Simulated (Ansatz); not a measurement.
`C[CH2][In]([OH])[F]` → `C[CH2][In][F]`• + `[OH]`•  (homolysis of the In–O bond)

Computed with Ansatz on PBE0-D4/def2-TZVP structures; ΔE is electronic, products minus reactants. CBS: MP2 limit from def2 TZ/QZ plus the TZ coupled-cluster correction, frozen cores. This one scheme is used for every species. Functionals use def2-TZVPP. Open shells (•) are unrestricted, without spin–orbit coupling. Elements past krypton have def2 core potentials. For In outer-core shells are correlated without core-valence functions, which leaves a few kJ/mol of doubt a bond. One conformer a species, not always the lowest.

```csv
species,LDA (SPW92) energy (Eh)
`C[CH2][In]([OH])[F]`,-442.93156
`C[CH2][In][F]`•,-367.57101
`[OH]`•,-75.19792
```

(1) Work out ΔE.

Largest T1 diagnostic among the species: 0.018.

## Answers

(1) ΔE = (-367.57101) + (-75.19792) − (-442.93156) = 0.16263 Eh = +427.0 kJ/mol. CCSD(T)/CBS gives +376.0 kJ/mol.

In def2-TZVPP, CCSD(T) changes the Hartree–Fock value by +144.0 kJ/mol (the triples alone add +13.4 kJ/mol) and MP2 by +180.8 kJ/mol; breaking electron pairs costs correlation energy, which Hartree–Fock lacks. Leaving LDA and LC-ωPBE aside and taking each functional with its dispersion term where it has one, the values, not all of them listed here, spread over 50.6 kJ/mol, from BHLYP-D4 to ωB97X-V. LDA lies +75.4 kJ/mol from PBE without D4, its usual overbinding.
